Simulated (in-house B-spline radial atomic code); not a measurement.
Configurations of Ni VIII (Ni7+), with energies counted from [Ar] (3d3/2)3. Level of theory: Dirac-Hartree-Fock, average of each configuration as written, Fermi nucleus of rms radius 3.7757 fm; calculated with an all-electron radial atomic-structure program (B-spline basis). Energies include first-order Breit, QED and recoil terms.

Occupations are held fixed; configurations that lie above the ionisation limit could autoionise.

```tsv
configuration	E - E(ref) (eV)	highest orbital	its <r> (bohr)
[Ar] (3d3/2)1 (3d5/2)2	1.5508	3d5/2	0.7236
[Ar] (3d5/2)2 (6f5/2)1	136.04	6f5/2	5.784
[Ar] (3d3/2)1 (3d5/2)1 (7p1/2)1	137.68	7p1/2	6.972
[Ar] (3d3/2)1 (3d5/2)1 (7f7/2)1	142.53	7f7/2	8.171
[Ne] 3s2 (3p1/2)2 (3p3/2)3 (3d5/2)3 (6p1/2)1	195.97	6p1/2	4.856
```

Task: Order these further configurations by energy, lowest first.
A. [Ne] 3s2 (3p1/2)1 (3p3/2)4 (3d3/2)2 (3d5/2)1 (7g7/2)1
B. [Ar] (3d5/2)2 (4d3/2)1
C. [Ar] (3d3/2)2 (3d5/2)1
D. [Ar] (3d3/2)2 (4p3/2)1
E. [Ar] (3d3/2)2 4s1

Result: C (1.0732 eV), E (56.822 eV), D (69.806 eV), B (90.047 eV), A (213.87 eV).
